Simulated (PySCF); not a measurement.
SMILES CC(CCl)(C)C (C5H11Cl), GFN2-xTB optimised geometry.

```
17

C      1.37    -0.11     0.00
C     -0.16    -0.11     0.00
C     -0.67    -0.85     1.24
C     -0.67     1.33     0.00
C     -0.62    -0.83    -1.27
Cl    -2.39    -0.91    -1.42
H      1.76    -1.13     0.00
H      1.74     0.40     0.89
H      1.76     0.41    -0.87
H     -0.30    -1.87     1.25
H     -0.34    -0.35     2.14
H     -1.76    -0.87     1.24
H     -0.30     1.87    -0.87
H     -0.34     1.85     0.90
H     -1.76     1.35    -0.02
H     -0.26    -1.86    -1.28
H     -0.26    -0.31    -2.16
```

Density from PySCF with PBE/def2-SVP at that geometry.

Minimum of the electron density along straight lines between bonded atoms, close to the bond critical point (lines longer than 1.1 times the sum of covalent radii, or with two minima, are not listed):

```csv
bond,length / Å,ρ at the minimum / e bohr⁻³,∇²ρ there / e bohr⁻⁵,position (fraction from the first atom)
C1–C2,1.532,0.239,-0.51,0.50
C2–C3,1.529,0.241,-0.52,0.50
C2–C4,1.529,0.241,-0.52,0.50
C2–C5,1.531,0.243,-0.53,0.48
C5–Cl6,1.782,(withheld),-0.19,0.42
C1–H7,1.088,0.274,-0.99,0.63
C1–H8,1.087,0.274,-0.99,0.63
C1–H9,1.088,0.274,-0.99,0.63
C3–H10,1.088,0.273,-0.98,0.63
C3–H11,1.087,0.274,-0.98,0.63
C3–H12,1.087,0.276,-1.01,0.63
C4–H13,1.088,0.273,-0.98,0.63
C4–H14,1.087,0.274,-0.98,0.63
C4–H15,1.087,0.276,-1.01,0.63
C5–H16,1.090,0.280,-1.05,0.64
C5–H17,1.090,0.280,-1.05,0.64
```

Q: Complete the blanks.

A: 
- C5–Cl6, ρ at the minimum / e bohr⁻³: 0.178
